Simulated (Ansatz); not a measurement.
SeF, multiplicity 2 (the spin of the measured ground state), most abundant isotopes (18.9984 and 79.9165 u). Constants from fifth-degree fits in 1/R to seven points on the lowest solution found; no spin–orbit coupling, no relativity up to Kr; ω_e x_e and α_e move by some per cent with the fit.

Correlated levels freeze the inner cores; with def2 sets outer-core shells near the valence are correlated too.

Programs: Ansatz (a program for electronic structure) with Gaussian orbitals. Values without a source in brackets are computed.

Total energies (hartree; each atom in its lowest state at that level) and vibrational constants (cm⁻¹):

```json
[
 {"level": "PBE/def2-TZVPP", "E(SeF) at r_e": "-2500.937327", "E(F)": "-99.669123", "E(Se)": "-2401.124886", "ω_e": "662", "ω_e x_e": "3.0"},
 {"level": "B3LYP/def2-TZVPP", "E(SeF) at r_e": "-2501.424124", "E(F)": "-99.770147", "E(Se)": "-2401.525648", "ω_e": "680", "ω_e x_e": "3.0"},
 {"level": "wB97M-V/def2-TZVPP", "E(SeF) at r_e": "-2501.231348", "E(F)": "-99.745271", "E(Se)": "-2401.357930", "ω_e": "709", "ω_e x_e": "2.9"},
 {"level": "CCSD(T)/def2-QZVPP", "E(SeF) at r_e": "-2500.162662", "E(F)": "-99.651180", "E(Se)": "-2400.386812", "ω_e": "704", "ω_e x_e": "3.4"}
]
```

Task: Work out D_e and D₀ in eV.

Result: 
D_e = E(F) + E(Se) − E(molecule), times 27.2114 eV; D₀ = D_e − (ω_e/2 − ω_e x_e/4)/8065.54.
- PBE/def2-TZVPP: D_e = 3.900, zero point 0.041, D₀ = 3.859 eV
- B3LYP/def2-TZVPP: D_e = 3.492, zero point 0.042, D₀ = 3.450 eV
- wB97M-V/def2-TZVPP: D_e = 3.487, zero point 0.044, D₀ = 3.443 eV
- CCSD(T)/def2-QZVPP: D_e = 3.392, zero point 0.044, D₀ = 3.349 eV
No counterpoise correction is made.
